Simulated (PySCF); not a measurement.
# Correlation energy of Zn²⁺ (zinc, charge +2)

Starting occupation: [Ar] 3d10. All numbers are calculated (PySCF 2.14, X2C-1e with screened-nucleus spin-orbit coupling, Gaussian nucleus, in x2c-TZVPall-2c). Frozen: [Ne]; 18 electrons correlated; the 6 highest virtual spinors left out.

MP2 pair energies summed by pair of shells (mhartree):

| pair | energy | share (%) |
| --- | --- | --- |
| 3d3/2-3d5/2 | -173.54 | 27.8 |
| 3d5/2-3d5/2 | -119.99 | 19.3 |
| 3d5/2-3p3/2 | -66.35 | 10.6 |
| 3d3/2-3d3/2 | -50.64 | 8.1 |
| 3d3/2-3p3/2 | -45.87 | 7.4 |
| 3d5/2-3p1/2 | -34.48 | 5.5 |
| 3d5/2-3s1/2 | -26.60 | 4.3 |
| 3d3/2-3p1/2 | -21.21 | 3.4 |
| 3p1/2-3p3/2 | -21.11 | 3.4 |
| 3p3/2-3p3/2 | -20.23 | 3.2 |
| 3d3/2-3s1/2 | -17.71 | 2.8 |
| 3p3/2-3s1/2 | -11.81 | 1.9 |
| 3p1/2-3s1/2 | -5.93 | 1.0 |
| 3p1/2-3p1/2 | -4.82 | 0.8 |
| 3s1/2-3s1/2 | -2.96 | 0.5 |

Total MP2 correlation energy: -623.24 mhartree.

This basis was not built for core-valence correlation, so the inner-shell part is incomplete.
